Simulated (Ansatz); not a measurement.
Basis-set series for Si4. Charge 0, multiplicity 1. The geometry is a stationary point of PBE0-D4/def2-TZVP.

Z-matrix (Å, degrees):
```
Si
Si 1 2.306
Si 1 2.392 2 58.8
Si 1 2.306 2 117.5 3 0.2
```

```
functional       basis  functions  energy (Eh)  HOMO (eV)  LUMO (eV)
   PBE0-D4    def2-SVP         72  -1157.05013      -6.48      -3.83
   PBE0-D4  def2-TZVPP        168  -1157.44805      -6.37      -3.72
   ωB97M-V    def2-SVP         72  -1157.45177      -8.20      -1.91
   ωB97M-V  def2-TZVPP        168  -1157.84727      -8.13      -1.86
```

(1) Give the rows for def2-QZVPP. (Best estimate.)

Answers

(1) Ansatz gave: 
```
functional       basis  functions  energy (Eh)  HOMO (eV)  LUMO (eV)
   PBE0-D4  def2-QZVPP        280  -1157.48416      -6.38      -3.73
   ωB97M-V  def2-QZVPP        280  -1157.88211      -8.15      -1.89
```
